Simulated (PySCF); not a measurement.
# Pt (platinum, neutral) across methods

[Xe] 4f14 5d9 6s1, high-spin 3D determinant. Computed with PySCF 2.14 in aug-cc-pVQZ-PP with ECP60MDF (7s7p6d4f3g2h, 135 functions), with scalar relativity through the core potential.

```
method  E (hartree)  mean ε 5d α (eV)  mean ε 6s α (eV)  mean ε 5d β (eV)  Σ⟨r²⟩ (bohr²)   ⟨S²⟩
   PBE    -119.4126            -6.638            -5.951            -5.700          52.33  2.001
  PBE0    -119.3680            -8.079            -6.617            -7.069          51.85  2.001
r2SCAN    -119.4192            -7.248            -5.841            -5.976          52.03  2.003
  BLYP    -119.3645            -6.551            -5.935            -5.725          52.75  2.001
 TPSSh    -119.3376            -7.158            -6.097            -6.156          51.98  2.002
   UHF   -118.51620           -11.840            -7.904           -10.577          52.06  2.004
  TPSS    -119.3491            -6.580            -5.778            -5.594          52.14  2.002
   LDA    -119.1845            -6.865            -6.312            -5.974          52.49  2.000
```

Energies and moments cover only the electrons outside the core potential. Spin-orbit coupling, absent here, splits the open shell strongly.
